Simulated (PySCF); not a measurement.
**Mayer bond orders and bond lengths**

Species: C2H6N2Si.
SMILES with atom numbers: `[N:1]#[C:2][CH2:3][SiH2:4][NH2:5]` (hydrogens: H6, H7 on C3; H8, H9 on Si4; H10, H11 on N5)

Structure used (PBE0-D3(BJ)/def2-SVP), in Å, numbered top down from 1:
```xyz
11
C2H6N2Si angstrom
N     -1.036    2.264   -0.382
C     -1.067    1.106   -0.409
C     -1.012   -0.341   -0.407
Si     0.539   -0.927    0.537
N      1.882   -0.090   -0.145
H     -0.959   -0.708   -1.444
H     -1.922   -0.753    0.058
H      0.727   -2.389    0.313
H      0.258   -0.697    1.991
H      2.820   -0.450   -0.009
H      1.882    0.926   -0.132
```

Bond orders from the PBE0/pcSseg-1 density (PySCF). Isolated species at its PBE0-D3(BJ)/def2-SVP geometry (one conformer only).

Q: Where do the orders between heavy atoms depart from those drawn in the SMILES?

A: The largest departure is 0.175, at C3–Si4 (drawn single, 0.825). Drawn single, order below 0.88: C3–Si4 (0.825).

Q: Give the Mayer order of every bond between heavy atoms, beside its length.

A: 
| bond | drawn as | length (Å) | Mayer order |
| --- | --- | --- | --- |
| N1–C2 | triple | 1.159 | 3.021 |
| C2–C3 | single | 1.447 | 1.039 |
| C3–Si4 | single | 1.908 | 0.825 |
| Si4–N5 | single | 1.724 | 1.079 |

Q: And the bonds to hydrogen?

A: C–H: 0.92 (2 bonds); H–Si: 0.90 to 0.94 (2 bonds); H–N: 0.94 (2 bonds).

Q: Sum the orders of all bonds at each heavy atom with more than one neighbour and set the sums beside the valence in the SMILES.

A: C2 4.060 (drawn 4), C3 3.701 (drawn 4), Si4 3.740 (drawn 4), N5 2.959 (drawn 3). Orders between atoms that aren't bonded are not in these sums.

The Mayer order sums products of elements of PS (density times overlap matrix) between the two atoms' basis functions, so it depends on the basis set.

The run behind these numbers computed NMR shieldings as well. On one thread, Arm Neoverse V1, no GPU (shared host), this took 9.0 s of wall time.
